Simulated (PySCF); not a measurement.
Spinor energies of K+ (potassium, charge +1)

Start: [Ar]. Calculated with PySCF 2.14 in an uncontracted even-tempered set (19 s from 0.026 bohr⁻², ratio 2.8; 14 p from 0.034 bohr⁻², ratio 2.8; 5 d from 1.2 bohr⁻², ratio 3): generalised Hartree-Fock with the X2C-1e Hamiltonian and a Gaussian nucleus; one run each with spin-orbit coupling (SO) switched off, then screened by Boettger's factors.

```tsv
spinor shell	electrons	ε, spin-free (eV)	ε, screened SO (eV)	weight of nominal j (screened SO)	rms radius, screened SO (bohr)
1s1/2	2	-3656.1	-3656.1	1.000	0.0937
2s1/2	2	-403.32	-403.32	1.000	0.418
2p1/2	2	-319.63	-321.66	1.000	0.386
3s1/2	2	-53.798	-53.798	1.000	1.37
3p1/2	2	-31.848	-32.053	1.000	1.55
3p3/2	4	-31.848	-31.746	1.000	1.56
```

**Question.** Where does 2p3/2 lie, and what is the 2p spin-orbit splitting (screened SO)?

**Answer.** At -318.63 eV, 3.031 eV above 2p1/2.

```
   quantity   spin-free  screened SO
E (hartree)  -601.29633   -601.29884
        M_J           0            0
       ⟨J²⟩       0.000        0.000
       ⟨L²⟩       0.000        0.000
       ⟨S²⟩       0.000        0.000
```

Without spin-orbit coupling the j labels of p, d and f shells carry no meaning; the spin-free column gives the mean over the occupied spinors of each nl shell.
